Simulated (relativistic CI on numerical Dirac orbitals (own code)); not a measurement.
Cr⁵⁺ (3d) in a crystal field

Calculated by Dirac-Coulomb-Breit CI, separate exchange-only KLI orbitals for each configuration, model QED, valence Slater integrals scaled by 0.85, one configuration in a parametric crystal field (own radial code).

Field parameters in Wybourne normalisation: Td as Oh with Dq negative (B⁴₀ = 21Dq, B⁴₄ = √(5/14) B⁴₀). The field is a parameter set, without covalency.

S is read from ⟨S²⟩ = S(S + 1).

Powder χT (cm³ K mol⁻¹) by Van Vleck's formula, with temperature-independent terms:

| Field | 2 K | 5 K | 10 K | 20 K | 50 K | 100 K | 200 K | 300 K |
| --- | --- | --- | --- | --- | --- | --- | --- | --- |
| Td, 10Dq = -2600 cm⁻¹ | 0.209 | 0.21 | 0.212 | 0.216 | 0.227 | 0.245 | 0.281 | 0.318 |
| Td, 10Dq = -6800 cm⁻¹ | 0.301 | 0.301 | 0.302 | 0.304 | 0.308 | 0.316 | 0.331 | 0.346 |
| Td, 10Dq = -8900 cm⁻¹ | 0.318 | 0.318 | 0.319 | 0.32 | 0.323 | 0.329 | 0.341 | 0.352 |
| Td, 10Dq = -11000 cm⁻¹ | 0.328 | 0.329 | 0.329 | 0.33 | 0.333 | 0.338 | 0.347 | 0.357 |
| Td, 10Dq = -13050 cm⁻¹ | 0.336 | 0.336 | 0.336 | 0.337 | 0.339 | 0.343 | 0.351 | 0.359 |
| Td, 10Dq = -15150 cm⁻¹ | 0.341 | 0.341 | 0.342 | 0.342 | 0.344 | 0.348 | 0.355 | 0.362 |
| Td, 10Dq = -17250 cm⁻¹ | 0.345 | 0.345 | 0.346 | 0.346 | 0.348 | 0.351 | 0.357 | 0.363 |
| Td, 10Dq = -19350 cm⁻¹ | 0.349 | 0.349 | 0.349 | 0.35 | 0.351 | 0.354 | 0.359 | 0.365 |

For Td, 10Dq = -11000 cm⁻¹: what effective moment follows at 300 K?

μ_eff = √(8χT) = 1.69 μB. The ground level has S = 0.50; the spin-only moment for S = 1/2 is 1.73 μB. The difference comes from the orbital moment, spin-orbit mixing of terms and temperature-independent paramagnetism, all larger in this ionic model than in covalent complexes.
